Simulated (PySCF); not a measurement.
**Correlation energy of Br³⁺ (bromine, charge +3)**

[Ar] 3d10 4s2 4p2, high-spin 3P determinant. Computed with PySCF 2.14 in cc-pVTZ-PP with ECP10MDF, with a scalar-relativistic core potential. Frozen: 3s2 3p6 3d10; 4 electrons correlated.

MP2 pair energies summed by pair of shells (mhartree):

| pair | energy | share (%) |
| --- | --- | --- |
| 4s-4p | -37.86 | 63.1 |
| 4s-4s | -16.13 | 26.9 |
| 4p-4p | -5.97 | 10.0 |

Total MP2 correlation energy: -59.96 mhartree.

Same-spin part -9.67 and opposite-spin part -50.28 mhartree; SCS-MP2 scales them by 1/3 and 6/5 to -63.56 mhartree.

```
  level  correlation energy (mhartree)
   CCSD                         -76.23
    (T)                          -1.39
CCSD(T)                         -77.62
```

Diagnostics: T1 = 0.0056, D1 = 0.0149, largest double amplitude 0.091.

Cost of the coupled-cluster step: 0.21 s of wall time on 1 thread of Intel(R) Xeon(R) 6975P-C (shared host), for 4 correlated electrons.

Iterations:

```
CC2 = 0
CCSD nocc = (np.int64(3), np.int64(1)), nmo = (30, 30)
frozen orbitals [[0, 1, 2, 3, 4, 5, 6, 7, 8], [0, 1, 2, 3, 4, 5, 6, 7, 8]]
max_cycle = 100
direct = 0
conv_tol = 1e-08
conv_tol_normt = 1e-06
diis_space = 8
diis_start_cycle = 0
Init t2, MP2 energy = -0.0599577588883561
Init E_corr(UCCSD) = -0.0599577588984141
cycle = 1  E_corr(UCCSD) = -0.071877172682718  dE = -0.0119194138  norm(t1,t2) = 0.0368839
cycle = 2  E_corr(UCCSD) = -0.0747915679828374  dE = -0.0029143953  norm(t1,t2) = 0.0126531
cycle = 3  E_corr(UCCSD) = -0.0762526285472237  dE = -0.00146106056  norm(t1,t2) = 0.00519189
cycle = 4  E_corr(UCCSD) = -0.0762301285447078  dE = 2.25000025e-05  norm(t1,t2) = 0.000710067
cycle = 5  E_corr(UCCSD) = -0.0762345697673873  dE = -4.44122268e-06  norm(t1,t2) = 8.11289e-05
cycle = 6  E_corr(UCCSD) = -0.076233792151864  dE = 7.77615523e-07  norm(t1,t2) = 1.36946e-05
cycle = 7  E_corr(UCCSD) = -0.0762341074445321  dE = -3.15292668e-07  norm(t1,t2) = 1.39489e-06
cycle = 8  E_corr(UCCSD) = -0.076234027121803  dE = 8.03227291e-08  norm(t1,t2) = 2.48057e-07
cycle = 9  E_corr(UCCSD) = -0.0762340316751284  dE = -4.55332543e-09  norm(t1,t2) = 4.27693e-08
UCCSD converged
E(UCCSD) = -413.1568733133395  E_corr = -0.07623403167512843
UCCSD(T) correction = -0.00139472076578048
```
